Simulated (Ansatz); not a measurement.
Ansatz (an electronic-structure program) input (B3LYP/3-21G): The .json file is the Basis Set Exchange's 3-21G.

Ansatz 0.2 input:
```yaml
crystal:
  periodic: [false, false, false]
  atoms:
    - {symbol: Sr, position_ang: [-0.00000000, -0.00000000, -0.40177766]}
    - {symbol: F, position_ang: [0.00000000, 0.00000000, 1.69639455]}
basis:
  gaussian:
    orbitals: 3-21G.json
hamiltonian:
  xc: {name: B3LYP}
magnetization: {spin_polarized: true, initial_magnetization: 1}
output: {forces: true}
```

Output:

```
WARN ansatz: RAYON_NUM_THREADS=1 ignored (pool sized by the plan → 1); use --threads N
Functional definition: B3LYP
integrals: 0.01 GiB planned
327 factors; integrals over basis functions are off by at most 2.3e-4 eV
mean field: 0.15 GiB planned
mean field evaluation 1: about -87568.8775 eV, gradient 3.4e1 eV
mean field evaluation 2: about -87303.3151 eV, gradient 1.5e2 eV
mean field evaluation 4: about -87572.5106 eV, gradient 2.7e0 eV
mean field evaluation 8: about -87572.5558 eV, gradient 1.1e-2 eV
mean field evaluation 16: about -87572.5558 eV, gradient 4.1e-5 eV
mean field -87572.55583192 eV, -3218.2320680129 hartree, gradient 4.1e-5 eV, S^2 0.750928; 0 other end points of the search recorded, 0 dependent functions left out
the calculation of the forces begins
reference -87572.55600077 eV, -3218.2320742180 hartree; 24, 23 occupied and 12, 13 virtual orbitals, 327 factors
Total energy: -87572.55600077 eV, -3218.2320742180 hartree
Atom 0 at    -0.000000    -0.000000    -0.401778 Å, force     0.000000    -0.000000    -1.823130 eV/Å
Atom 1 at     0.000000     0.000000     1.696395 Å, force    -0.000000     0.000000     1.823130 eV/Å
Dipole moment:     0.000000    -0.000000    -0.613400 e Å
```
